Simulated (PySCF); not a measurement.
## Polarisability and C₆ of Tl²⁺ (thallium, charge +2)

[Xe] 4f14 5d10 6s1, 2S determinant. All numbers are calculated (PySCF 2.14, scalar relativity through the core potential, in def2-QZVPPD with the def2 core potential (60 electrons) (8s6p5d4f1g, 88 functions)). Coupled (time-dependent) response in atomic units; α is the mean over directions.

| method | mean α (bohr³) | C₆ (like pair) | S(−4) |
| --- | --- | --- | --- |
| r2SCANh | 13.10 | 84.81 | 64.23 |
| M06-L | 12.51 | 79.94 | 57.41 |

S(−4) is the Cauchy moment in α(ω) = α(0) + S(−4) ω² + …

α(iu) at M06-L:

```json
{"u (hartree)": "0", "α(iu) (bohr³)": "12.51"}
{"u (hartree)": "0.0500", "α(iu) (bohr³)": "12.37"}
{"u (hartree)": "0.100", "α(iu) (bohr³)": "11.97"}
{"u (hartree)": "0.200", "α(iu) (bohr³)": "10.73"}
{"u (hartree)": "0.300", "α(iu) (bohr³)": "9.369"}
{"u (hartree)": "0.500", "α(iu) (bohr³)": "7.205"}
{"u (hartree)": "0.750", "α(iu) (bohr³)": "5.501"}
{"u (hartree)": "1.00", "α(iu) (bohr³)": "4.406"}
{"u (hartree)": "1.50", "α(iu) (bohr³)": "3.057"}
{"u (hartree)": "2.00", "α(iu) (bohr³)": "2.248"}
{"u (hartree)": "3.00", "α(iu) (bohr³)": "1.345"}
{"u (hartree)": "5.00", "α(iu) (bohr³)": "0.6182"}
```

For an ion, C₆ is the dispersion term alone; charge-induced terms of lower order in 1/R come first.

Energies and moments cover only the electrons outside the core potential. Spin-orbit coupling, which splits the p, d and f shells strongly at this Z, is absent.
